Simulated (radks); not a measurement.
Values are calculated unless marked as measured or tabulated.
How relativity changes the ionisation of the thulium ion Tm+ ([Xe] 4f13 6s1) to Tm2+ ([Xe] 4f13). Spin-unpolarised spherical Kohn-Sham, PBE, point nucleus unless stated (finite: rms radius 5.2256 fm), a radial shooting solver on a logarithmic mesh with Libxc functionals. A level marked "c x" has the speed of light scaled by that factor and shares open shells by 2j + 1; other Dirac levels either fill j = l - 1/2 first or share by 2j + 1.

[
 {"level": "non-rel.", "E(Tm+) (hartree)": "-12943.6904", "E(Tm2+) (hartree)": "-12943.2801", "IE (eV)": "11.166", "HOMO": "6s", "<r> HOMO (bohr)": "3.860"},
 {"level": "scalar-rel.", "E(Tm+) (hartree)": "-13567.2321", "E(Tm2+) (hartree)": "-13566.7875", "IE (eV)": "12.099", "HOMO": "6s", "<r> HOMO (bohr)": "3.585"},
 {"level": "scalar-rel., finite nucleus", "E(Tm+) (hartree)": "-13565.7690", "E(Tm2+) (hartree)": "-13565.3245", "IE (eV)": "12.097", "HOMO": "6s", "<r> HOMO (bohr)": "3.586"},
 {"level": "Dirac, 2j+1 shares", "E(Tm+) (hartree)": "-13581.9257", "E(Tm2+) (hartree)": "-13581.4810", "IE (eV)": "12.101", "HOMO": "6s1/2", "<r> HOMO (bohr)": "3.587"},
 {"level": "Dirac, low j first", "E(Tm+) (hartree)": "-13581.9445", "E(Tm2+) (hartree)": "-13581.4999", "IE (eV)": "12.100", "HOMO": "6s1/2", "<r> HOMO (bohr)": "3.587"},
 {"level": "Dirac, 2j+1 shares, finite nucleus", "E(Tm+) (hartree)": "-13580.4516", "E(Tm2+) (hartree)": "-13580.0070", "IE (eV)": "12.099", "HOMO": "6s1/2", "<r> HOMO (bohr)": "3.587"},
 {"level": "Dirac, c x 1.25", "E(Tm+) (hartree)": "-13331.9739", "E(Tm2+) (hartree)": "-13331.5435", "IE (eV)": "11.711", "HOMO": "6s1/2", "<r> HOMO (bohr)": "3.694"},
 {"level": "Dirac, c x 1.5", "E(Tm+) (hartree)": "-13206.4636", "E(Tm2+) (hartree)": "-13206.0400", "IE (eV)": "11.527", "HOMO": "6s1/2", "<r> HOMO (bohr)": "3.748"},
 {"level": "Dirac, c x 100", "E(Tm+) (hartree)": "-12943.7464", "E(Tm2+) (hartree)": "-12943.3361", "IE (eV)": "11.166", "HOMO": "6s1/2", "<r> HOMO (bohr)": "3.860"}
]

NIST Atomic Spectra Database: 12.07 eV (semi-empirical). The relativistic part of the total energy of Tm+ is -636.8 hartree (Dirac, 2j+1 shares, finite nucleus), 4.9 % of the non-relativistic value. Spin polarisation and multiplet splitting of open shells are left out at every level.

Beside tabulated values, note that relativity, absent from the non-relativistic runs, is large for the heavy elements, and spin-unpolarised runs miss the spin-polarisation part of the exchange energy of open shells.
